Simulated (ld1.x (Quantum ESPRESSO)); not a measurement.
holmium TM: all-electron and pseudo phase curves

Ho (Z = 67), norm-conserving Troullier–Martins (Kleinman–Bylander form), made with ld1.x (Quantum ESPRESSO) 7.5 (PBE, fully relativistic). Core [Kr], reference 4d10 4f11 5s2 5p6 5d0 6s2 6p0. Waves: 5p (bound): rc 2.72 bohr; 4d (bound): rc 1.14 bohr; 4f (bound): rc 1.34 bohr; 5s (bound): rc 1.46 bohr. Local part: the s channel. Core correction: a·sin(br)/r model core inside 0.70 bohr.

Open shells are filled in proportion to 2j + 1 (rel_dist='average').

Occupied shells without a wave of their own: 6s. They enter only through the test configuration that unscreens the potential, and ld1.x also counts them in the model core charge.

The phase is arctan(r·u′/u) with u = r·R(r), unwrapped; energies in Ry, scanned from -14 to 5 Ry. A pole is an energy at which the radial function vanishes at the test radius. The pseudo phase is shifted by a multiple of π to meet the all-electron one at the reference energy, and phase errors are pseudo minus all-electron; the curves can meet again beyond the range given. Levels narrower than the energy grid can be missing from the lists of poles.

```
channel  radius (bohr)  reference energy (Ry)  poles, all-electron  poles, pseudo  unbroken range about the reference energy with phases within 0.05 rad  phase error 1 Ry above the reference energy (rad)
      s           2.94                  -3.70          -3.66, 2.33    -3.66, 2.18                                                             below -0.2                                             -0.000
   p1/2           2.94                  -2.16          -2.06, 3.40    -2.06, 3.63                                                              below 0.5                                             +0.001
   p3/2           2.94                  -1.79          -1.65, 3.82    -1.65, 3.56                                                              below 0.5                                             -0.002
   d3/2           2.94                 -12.00                 0.69           1.05                                                             below -0.6                                             +0.000
   d5/2           2.94                 -11.46                 0.76           1.09                                                             below -0.6                                             +0.000
   f5/2           2.94                  -0.27          -0.24, 3.55    -0.24, 3.69                                                              below 1.5                                             +0.004
   f7/2           2.94                  -0.20          -0.17, 3.58    -0.17, 3.71                                                              below 1.5                                             +0.004
```

A Bessel basis up to 400 Ry misses an occupied level by 2.15 Ry, so cutoffs and ghosts were not judged. ld1.x takes every shell without a wave as core, so the model core holds the 6s electrons as well and exchange and correlation see them twice. This cancels in the reference configuration, but the file is broken for other ones, and its errors say nothing about a proper core correction.

Phases in the p3/2 channel:

```tsv
E (Ry)	all-electron	pseudo
-14.00	1.478	1.478
-13.04	1.474	1.474
-12.08	1.470	1.470
-11.12	1.466	1.466
-10.16	1.460	1.460
-9.20	1.454	1.454
-8.24	1.447	1.447
-7.28	1.438	1.438
-6.32	1.427	1.427
-5.36	1.413	1.413
-4.40	1.392	1.392
-3.44	1.358	1.358
-2.48	1.263	1.263
-1.52	-1.656	-1.657
-0.56	-1.864	-1.867
0.40	-2.197	-2.228
1.36	-3.912	-4.023
2.32	-4.524	-4.553
3.28	-4.667	-4.688
4.24	-4.743	-4.767
```
